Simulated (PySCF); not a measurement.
## Scalar relativity in Al³⁺ (aluminium, charge +3)

[Ne], closed-shell 1S; PBE calculated with PySCF 2.14 in dyall-acv3z (19s12p6d4f, 113 functions), once non-relativistic with a point nucleus and once with spin-free X2C-1e and a Gaussian nucleus.

```
shell  ε non-rel. (eV)  ε X2C (eV)  rms r non-rel. (bohr, spins averaged)  rms r X2C (bohr, spins averaged)  change of radius (%)
   1s          -1543.3     -1546.2                                 0.1398                            0.1394                 -0.33
   2s          -142.15     -142.61                                 0.6835                            0.6816                 -0.27
   2p          -104.13     -104.12                                 0.6724                            0.6721                 -0.05
```

The total energy goes from -240.2641 to -240.7041 hartree.

Relativity contracts and stabilises s shells directly. The contracted s shells screen the nucleus better, so for spin-averaged p shells the direct and indirect effects partly cancel.
